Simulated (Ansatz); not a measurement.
One step, two centres

Four-centre ligand exchange, with the central atom changed down its group and all else kept; in the first member these bonds form or tighten: Br–Si, H–O; these break or loosen: Br–H, O–Si.

Gas-phase electronic energies, without zero-point energy, by CCSD(T) at an estimated basis limit (MP2 extrapolated from triple and quadruple zeta, plus CCSD(T) − MP2 in triple zeta); Ansatz 0.2.0, def2-TZVPP and QZVPP, frozen cores, core potentials past krypton, on PBE0-D4/def2-TZVP structures. Extrapolation: Hartree–Fock as exp(−7.88 √X), correlation as X^−2.97. All energies, in eV, count from the separated reactants, without counterpoise correction; the start and end structures are the complexes reached by relaxing down from the saddle, and deeper ones may exist. Brackets give SMILES, or, where every atom is bracketed, only which atoms are joined. Steps whose reference was doubtful or whose search ended elsewhere are left out.

| reactants | products | start structure | saddle | end structure | saddle by PBE-D4/TZ |
| --- | --- | --- | --- | --- | --- |
| SiH₄O ([OH][SiH3]) + HBr | SiH₃Br ([SiH3][Br]) + H₂O | -0.187 | ? | -0.236 | 0.441 |
| SnH₄O ([OH][SnH3]) + HBr | SnH₃Br ([Br][SnH3]) + H₂O | -0.285 | -0.199 | -1.180 | -0.392 |

**Question.** What is the height of the saddle for SiH₄O ([OH][SiH3]) + HBr? (To be estimated.)

**Answer.** The calculation gives: 0.678 eV relative to the separated reactants, the higher of the two; above its start structure the barrier is 0.678 − (-0.187) ≈ 0.865 eV.

The saddle falls down the group: the larger centre, with longer and weaker bonds, takes on an extra partner at less cost.

**Question.** How do the PBE-D4 saddles lie against the coupled-cluster estimate?

**Answer.** Both lower, by 0.193 to 0.238 eV.

The T1 diagnostic stays at or below 0.014. The filled d shells of Br, Sn are correlated in sets not built for that, so values that involve them are less sure.

For scale, one of the runs: CCSD(T)/def2-TZVPP, 199 basis functions (an equivalent command: `ansatz run in.yaml --threads 4`). Hardware: 4 CPU threads, shared host. Wall time 2.3 min; peak host memory 2.8 GiB.
